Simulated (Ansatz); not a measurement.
Z-matrix (Å, degrees):
```
Si
B 1 2.013
H 1 1.491 2 116.5
H 1 1.491 2 108.7 3 -121.7
H 1 1.491 2 108.6 3 121.6
C 2 1.538 1 130.2 3 -0.2
H 2 1.201 1 115.1 3 179.6
Se 6 1.911 2 123.3 1 -1.2
C 6 1.344 2 118.3 1 178.6
H 8 1.466 6 95.2 2 0.9
H 9 1.087 6 123.7 2 -179.3
H 9 1.084 6 119.4 2 0.6
```

Charge 0, multiplicity 1.

Task: List the r2SCAN/def2-TZVPP orbital energies in eV (Ansatz). (Best estimate.)

Result: Ansatz gave: Occupied: -12334.36, -1790.62, -1575.00, -1412.25, -1412.22, -1412.17, -274.15, -273.89, -211.13, -180.79, -154.61, -154.49, -154.30, -141.14, -96.00, -96.00, -95.97, -54.97, -54.96, -54.80, -54.71, -54.69, -21.04, -18.25, -15.15, -13.94, -12.68, -11.17, -10.42, -9.87, -8.92, -8.53, -8.51, -7.97, -7.31, -5.78. Lowest empty: -3.39, -0.70, -0.36, 0.30, 0.60, 1.24, 1.35, 1.53.
